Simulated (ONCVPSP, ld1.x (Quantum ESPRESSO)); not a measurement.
**Pseudopotentials across the periodic table**

Generated with ld1.x 7.5 (TM, RRKJ, ultrasoft, PAW), atompaw 4.2 or ONCVPSP 4.0.1. The cutoff is in Ry: for ld1.x and atompaw files where the sum of valence levels is converged to 10 mRy in a Bessel basis, for ONCV files where the hardest occupied wave has 1 mHa per electron of residual kinetic energy. The error is the largest all-electron minus pseudo excitation energy over each file’s own four to seven test configurations (ionisations up to +4, promotions, holes and added fractions of an electron), all of which were solved. The labels leave out finer settings (local radius, basis sizes, second energies), which also bear on the numbers. Spin-polarised tests are not counted. The rows are a selection from randomly drawn settings: files with unsolved tests, undetermined cutoffs or missed reference levels are left out.

A true bound ghost makes a file unfit for plane-wave use even where its test errors are small: the radial tests pick states by their node count and pass the ghost by.

```tsv
element	potential	cutoff (Ry)	largest error (meV)	bound ghosts
Ne	ultrasoft, PBEsol, non-relativistic, rc 0.80/1.65 (sp), local smoothed, core correction yes, reference 2s2 2p5.5	40	-279	none
Sc	ONCV, LDA (Perdew-Wang 92), scalar-relativistic, rc 1.70/1.60/2.85 (spd), local smoothed, core correction yes, reference 3s2 3p6 3d1 4s1, qcut 8.6/9/5.4, projectors 2/2/1	41	+514	none
Fe	ONCV, PBE, scalar-relativistic, rc 1.15/1.25/1.45 (spd), local smoothed, core correction yes, reference 3s2 3p6 3d7 4s1, qcut 12.6/10/10.5, projectors 2/2/2	99	+17	none
Fe	ONCV, PBEsol, fully relativistic, rc 2.15/1.20/1.50 (spd), local smoothed, core correction no, reference 3p6 3d6 4s1.5, qcut 3.4/11.3/11.4, projectors 2/2/1	94	-18	s
Ce	ONCV, LDA (Perdew-Wang 92), scalar-relativistic, rc 2.25/2.75/3.95/1.60 (spdf), local smoothed, core correction yes, reference 4f1 5s2 5p6 5d1 6s2, qcut 5.2/6.1/3.8/9.1, projectors 2/2/2/2	84	-105	none
Lu	ONCV, PBEsol, fully relativistic, rc 1.75/1.30/2.60/0.95 (spdf), local smoothed, core correction yes, reference 4f14 5s2 5p6 5d1 6s1, qcut 9.1/7.1/5.8/17.3, projectors 2/2/2/1	270	+1.9	d5/2
Hf	ONCV, PBE, fully relativistic, rc 1.65/2.00/1.95 (spd), local smoothed, core correction yes, reference 5s2 5p6 5d2 6s1.5, qcut 8.3/6.3/4.7, projectors 2/2/2	45	-5.3	none
Au	RRKJ, LDA (PZ), scalar-relativistic, rc 2.25/1.50/2.05 (spd), local s, core correction yes, reference 5p6 5d10 6s1 6p0	60	-500	none
Tl	TM, LDA (PZ), fully relativistic, rc 2.00/3.10/2.00 (spd), local s, core correction yes, reference 5d10 6s2 6p1	50	-97	none
```

**Question.** Fill in the row for Co: ONCV, Wu-Cohen, non-relativistic, rc 0.95/0.95/0.95/0.80 (spdf), local smoothed, core correction yes, reference 3s2 3p6 3d6, qcut 11.9/17.3/19.2/12.3, projectors 2/2/2/2.

**Answer.** cutoff 240 Ry, largest error +3.7 meV, bound ghosts: none.
